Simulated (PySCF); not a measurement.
An unknown gives this computed stick spectrum. The calculation used TDDFT CAM-B3LYP/def2-SVPD, vertical, gas phase, core orbitals frozen in the response in PySCF. Geometries: GFN2-xTB, one conformer each.

```csv
state,λ (nm),f
S1,204.3,0.0092
S2,184.4,0.0005
S3,182.4,0.025
S4,180.9,0.205
S5,168.0,0.041
S6,164.4,0.067
S7,160.0,0.0045
S8,155.7,0.041
```

Triplets computed (Tamm–Dancoff): 4.46, 5.95, 6.59 eV.

Orbital energies (eV): HOMO-3 -11.06, HOMO-2 -10.68, HOMO-1 -10.38, HOMO -7.52, LUMO 1.41, LUMO+1 1.82, LUMO+2 2.13.

**Question.** Which candidate is it? All have the formula C6H10O.
A. `C=C(C)CC(C)=O`
B. `C1(OC)=CCCC1`
C. `C1CC[C@H]2O[C@H]2C1`

**Answer.** B. Its S1 lies at 6.07 eV; the nearest of the others has S1 at 7.68 eV. S1 is HOMO→LUMO (90%). Löwdin shares by element: HOMO carbon 63% or more, oxygen 18% (atoms not listed hold the other 19%); LUMO carbon 32% or more, hydrogen 15% or more (atoms not listed hold the other 52%). At the same level the other candidates give, for their lowest levels:
- `C=C(C)CC(C)=O`: 284 nm (f 0.006); 193 nm (f 0.131); 182 nm (f 0.003); 173 nm (f 0.090); 166 nm (f 0.049); T1 3.78 eV; HOMO -8.37, LUMO 0.33 eV
- `C1CC[C@H]2O[C@H]2C1`: 161 nm (f 0.025); 154 nm (f 0.001); 150 nm (f 0.014); 149 nm (f 0.022); 147 nm (f 0.023); T1 7.51 eV; HOMO -9.14, LUMO 1.39 eV
